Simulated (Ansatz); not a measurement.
Reaction (cleavage of the Si–Si bond): `N=C(O)[SiH2][SiH3]` + `O[Si](O)(Cl)Cl` → `O[Si](Cl)(Cl)O[SiH3]` + `N=C(O)[SiH3]`

Calculated with Ansatz (gas phase, PBE0-D4/def2-TZVP geometries, no zero-point term in ΔE). CCSD(T)/CBS adds triple-zeta CCSD(T) − MP2 to the extrapolated MP2 energy (def2 sets, frozen cores). Functionals use def2-TZVPP. B3LYP here is the variant with VWN-RPA as its local correlation; programs differ in this. One conformer a species, not always the lowest.

| level | ΔE (eV) |
| --- | --- |
| B3LYP-D4 | -1.07 |
| CCSD(T)/def2-TZVPP | -1.05 |

**Question.** What does CCSD(T)/CBS give? (Estimate.)

**Answer.** Ansatz gave: -1.06 eV. The listed levels differ from it by -0.01, 0.01 eV.

Largest T1 diagnostic among the species: 0.015.

From PBE to PBE0 (25 % exact exchange), in def2-TZVPP and without D4, ΔE moves by −0.09 eV. In def2-TZVPP, CCSD(T) changes the Hartree–Fock value by +0.29 eV (the triples alone add +0.04 eV) and MP2 by +0.22 eV.
